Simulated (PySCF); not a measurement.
# A series of derivatives of C#CB(O)O

Parent skeleton `[CH:1]#[C:2][B:3]([OH:4])[OH:5]`; one hydrogen on atom 1 is replaced by X. Hydrogens on one atom are averaged.

Isolated molecule, one averaged value for each set of equivalent atoms, non-relativistic, single conformer. Structure optimised with PBE0-D3(BJ)/def2-SVP; GIAO PBE0/pcSseg-1 shieldings; PySCF 2.14.

δ = σ(ref) − σ, references computed at the same level: ¹³C vs TMS; ¹¹B against BF3·OEt2; ¹⁷O against H2O.

Parent (X = H): C1 95.0, C2 85.9, B3 20.0, O4/O5 129.8 ppm. Effects are Δδ = δ(X) − δ(H), positive for deshielding.

(1) Give Δδ (ppm) for X = CH=NMe, CF=CF2, CONMe2, tBu.

(2) Which position responds most, and to which substituents?

## Answers

(1) 
| X | SMILES | C1 | C2 | B3 | O4/O5 |
| --- | --- | --- | --- | --- | --- |
| CH=NMe | C/N=C\C#CB(O)O | -1.7 | +18.2 | -0.3 | -2.5 |
| CF=CF2 | OB(O)C#CC(F)=C(F)F | -7.1 | +25.9 | +1.0 | +3.0 |
| CONMe2 | CN(C)C(=O)C#CB(O)O | +0.2 | +7.2 | +0.8 | +1.9 |
| tBu | CC(C)(C)C#CB(O)O | +20.9 | -2.2 | -0.6 | -3.9 |

(2) C2: from -2.2 ppm with tBu to +25.9 ppm with CF=CF2.

Experimental scales use liquid or dissolved standards, which lie at an offset from isolated H2O (liquid H2O: subtract about 36 ppm).
